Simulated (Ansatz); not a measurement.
Several settings on one geometry of Sn3 (the lowest singlet isomer of a short search) (that of the charge 0 singlet, PBE0-D4/def2-SVP). Ansatz on 4 threads of Arm Neoverse V1 on a shared host; times are rough.

Cartesian coordinates in Å:
```
Sn -0.396 1.561 -0.859
Sn 1.086 -0.661 -0.571
Sn -0.690 -0.901 1.430
```

Totals from different functionals, basis sets or treatments of relativity can't be compared as stabilities.

In the def2 sets Sn takes a core potential; there is no spin–orbit coupling.

At PBE0-D4/def2-SVP a triplet lies 0.21 eV below the restricted singlet of charge 0, at its own geometry.

Give the basis size and estimate the energy, ⟨S²⟩, dipole and time of these runs.

| run | method | charge | state | further keys |
| --- | --- | --- | --- | --- |
| 1 | RKS B3LYP5/def2-mTZVP | 0 | singlet | fitting: {mean_field: def2-universal-jkfit}; scf: {lower_state_search: light}; forces asked |
| 2 | RKS SVWN5/def2-TZVPP | 0 | singlet | scf: {lower_state_search: light}; forces asked |
| 3 | RKS ωPBEh/def2-TZVPD | 0 | singlet | scf: {lower_state_search: full}; forces asked |


```tsv
run	functions	energy (Eh)	⟨S²⟩	dipole (D)	wall time
1	108	-642.9137	–	0.53	1.1 s
2	150	-641.9847	–	0.54	1.1 s
3	168	-642.9651	–	0.60	4.3 s
```

The restricted singlet is unstable towards broken spin symmetry at other levels; at RKS B3LYP5/def2-mTZVP, RKS SVWN5/def2-TZVPP, RKS ωPBEh/def2-TZVPD this wasn't settled.
